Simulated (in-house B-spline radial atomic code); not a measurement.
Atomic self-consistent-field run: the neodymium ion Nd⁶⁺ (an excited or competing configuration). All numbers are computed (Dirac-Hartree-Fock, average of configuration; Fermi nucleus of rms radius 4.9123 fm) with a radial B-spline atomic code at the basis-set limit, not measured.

Command:
```bash
python run_scf.py task.json out
```
Settings (nuclear radius in fm, mass in u):
```
Z                60
configuration    [Kr] 4d10 4f2 5s2 5p3 6s1
hamiltonian      dirac
method           hf
spin_polarised   False
nucleus          fermi
rms_radius       4.9123
atomic_mass      141.90773
speed_of_light   137.035999084
```

Output (hartree, bohr):
```
 radial grid: 69 intervals, B-splines of order 8, outer radius 28.6567 bohr

 iter        energy (Eh)    residual
    1       -9588.643757    1.08e+00
    2       -9608.438069    6.82e-01
    3       -9614.917746    1.75e-01
    4       -9615.448636    5.80e-02
    5       -9615.482519    2.29e-02
    6       -9615.491952    1.36e-03
    7       -9615.491977    3.15e-04
    8       -9615.491978    3.46e-05
    9       -9615.491978    8.94e-07
   10       -9615.491978    1.80e-08

 total energy                     -9615.49198
 kinetic                           10369.2959
 electron-nucleus                 -23319.1965
 electron-electron                  3334.4086

 first-order corrections (not in the total)
   Gaunt                             9.2785
   retardation                      -0.9701
   frequency dependence             -0.1126
   self-energy                       6.4184
   Uehling                          -0.9753
   Wichmann-Kroll                    0.0277
   recoil                            0.0244

 orbital      occ     eigenvalue          <r>       <r^2>       <1/r>       <r^4>       r_max    small
 1s1/2      2.000     -1613.8264     0.023625 0.000759702     66.0445 1.52766e-06      0.0151  4.95e-02
 2s1/2      2.000      -267.9908      0.10038   0.0119538     15.6527 0.000247749     0.08556  1.08e-02
 2p1/2      2.000      -253.0554    0.0843171  0.00877246      15.592 0.000156248     0.06516  1.08e-02
 2p3/2      4.000      -233.8871    0.0906879   0.0100175     14.0241 0.000197772     0.07057  1.02e-02
 3s1/2      2.000       -62.6239     0.264847   0.0802817     5.68966  0.00976837      0.2433  3.39e-03
 3p1/2      2.000       -56.2204     0.255001   0.0755809     5.59082  0.00906724      0.2307  3.31e-03
 3p3/2      4.000       -52.3087     0.267154    0.082762     5.20166   0.0108142      0.2421  3.13e-03
 3d3/2      4.000       -41.3118     0.238848   0.0671946     5.05728  0.00809461      0.1942  2.99e-03
 3d5/2      6.000       -40.4785     0.242668   0.0692227     4.95873  0.00854743      0.1974  2.93e-03
 4s1/2      2.000       -15.9178     0.603641     0.41044     2.35286    0.243166      0.5636  1.04e-03
 4p1/2      2.000       -13.4001     0.620827     0.43752     2.24426    0.284193      0.5719  9.68e-04
 4p3/2      4.000       -12.5325     0.646346    0.473995     2.12361     0.33328      0.5954  9.12e-04
 4d3/2      4.000        -8.3315     0.689435    0.548443     1.91264     0.47823      0.6108  7.66e-04
 4d5/2      6.000        -8.1746     0.698748    0.563101     1.88102    0.503689      0.6189  7.49e-04
 4f5/2      0.857        -3.6444     0.836243    0.845283     1.47637     1.40929      0.6308  4.83e-04
 4f7/2      1.143        -3.6273     0.841264    0.855112     1.46676     1.44014       0.635  4.78e-04
 5s1/2      2.000        -4.5832      1.35685        2.05    0.979298     5.90169       1.263  2.63e-04
 5p1/2      1.000        -3.8301      1.46212     2.38754    0.902335     8.09437       1.352  2.31e-04
 5p3/2      2.000        -3.6685      1.51553     2.56319    0.863386     9.30237       1.403  2.18e-04
 6s1/2      1.000        -2.0067      2.70013     8.05587    0.482552     87.0141       2.627  8.75e-05
```

Cost of the run: 1.6 s on 1 thread of Arm Neoverse V1, with other jobs on the host.

For the Dirac Hamiltonian the kinetic term is c α·p + (β - 1)c².
